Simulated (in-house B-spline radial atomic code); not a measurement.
Atomic self-consistent-field run: Te V (Te4+) (an excited or competing configuration). Method: scalar-relativistic (X2C) BHandHLYP, spin-polarised, spherical fractional occupations, Fermi nucleus of rms radius 4.7423 fm. Calculated with a radial B-spline atomic code at the basis-set limit.

Command:
```bash
python run_scf.py task.json out
```
Settings (nuclear radius in fm, mass in u):
```
Z                52
configuration    [Kr] 4d9 5s2 6s1
hamiltonian      x2c
method           bhandhlyp
spin_polarised   True
nucleus          fermi
rms_radius       4.7423
atomic_mass      129.90622
speed_of_light   137.035999084
```

Output (hartree, bohr):
```
 radial grid: 74 intervals, B-splines of order 8, outer radius 40.8511 bohr

 iter        energy (Eh)    residual
    1       -6770.946050    6.92e-01
    2       -6782.560443    4.90e-01
    3       -6787.480639    1.27e-01
    4       -6787.814555    3.74e-02
    5       -6787.832899    1.59e-02
    6       -6787.838314    2.67e-03
    7       -6787.838359    3.57e-04
    8       -6787.838360    5.24e-05
    9       -6787.838360    3.90e-06
   10       -6787.838360    2.42e-07

 total energy                     -6787.83836
 kinetic                            7180.0127
 electron-nucleus                 -16392.7682
 Hartree                            2600.3677
 exact exchange                      -86.2604
 exchange-correlation                -89.1901

 orbital      occ     eigenvalue          <r>       <r^2>       <1/r>       r_max
 1s up      1.000     -1169.8031    0.0272075  0.00101306      58.292     0.01722
 1s down    1.000     -1169.8012    0.0272075  0.00101306      58.292     0.01722
 2s up      1.000      -183.0714     0.119238   0.0168321     13.2645      0.1012
 2s down    1.000      -183.0513     0.119235   0.0168311      13.265      0.1012
 2p up      3.000      -164.5631     0.104478   0.0133424     12.2468     0.08092
 2p down    3.000      -164.5452     0.104471   0.0133408     12.2475     0.08092
 3s up      1.000       -38.9486     0.320995    0.117909     4.67704      0.2923
 3s down    1.000       -38.9375     0.320967    0.117877     4.67689      0.2923
 3p up      3.000       -32.8408     0.319213    0.118283      4.3578       0.286
 3p down    3.000       -32.8293     0.319155    0.118224     4.35796       0.286
 3d up      5.000       -23.5697     0.296123     0.10379     4.09492      0.2377
 3d down    5.000       -23.5483     0.296185    0.103822     4.09383      0.2378
 4s up      1.000        -8.7021     0.759931     0.65159     1.85258      0.6993
 4s down    1.000        -8.6262      0.76005    0.651888     1.85238      0.6991
 4p up      3.000        -6.7377     0.813118     0.75198     1.67932      0.7353
 4p down    3.000        -6.6530     0.813444    0.752772      1.6787       0.735
 4d up      5.000        -3.8078     0.935109     1.01546      1.4091      0.8015
 4d down    4.000        -3.6673      0.94114     1.03001     1.40104      0.8035
 5s up      1.000        -2.2906      1.79479     3.59466    0.734092        1.65
 5s down    1.000        -2.2702      1.81265     3.66503     0.72462       1.662
 6s up      1.000        -1.0223      3.61994     14.4873    0.358589       3.524
```

Cost of the run: 0.29 s on 1 thread of Arm Neoverse V1 (shared host).

Caution: exact exchange at fractional occupations of open shells leaves self-interaction of up to several eV.

One-electron X2C: radii and densities carry no picture-change correction, so inner-shell <1/r> comes out high (for 1s by about 2 % at Z = 33, 5 % at 54, 10 % at 75, 30 % at 118) and <r> low.
